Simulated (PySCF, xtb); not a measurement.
C5H9N, SMILES CN1CC=CC1. The values are those of a single conformer.

Harmonic wavenumbers (cm⁻¹) from GFN2-xTB (xtb 6.7.1) at its own minimum, in rising order: 95, 218, 345, 346, 375, 600, 724, 762, 865, 877, 977, 986, 1002, 1047, 1061, 1100, 1107, 1147, 1165, 1207, 1220, 1265, 1318, 1321, 1416, 1476, 1478, 1492, 1496, 1699, 2778, 2785, 2815, 2915, 2915, 3009, 3011, 3122, 3138.

### Question
What does PBE-D3(BJ)/def2-SVP (PySCF) give at its own minimum? (Estimate from the structure and the level; the computed values follow.)

### Answer
137, 227, 279, 336, 393, 608, 655, 772, 859, 917, 920, 978, 982, 996, 1041, 1075, 1094, 1145, 1149, 1223, 1234, 1267, 1341, 1342, 1391, 1408, 1426, 1430, 1448, 1650, 2777, 2786, 2821, 2927, 2931, 2990, 3045, 3137, 3160. Paired by order, the mean absolute difference is 25 cm⁻¹ and the zero-point energies are 81.0 and 80.5 kcal/mol.
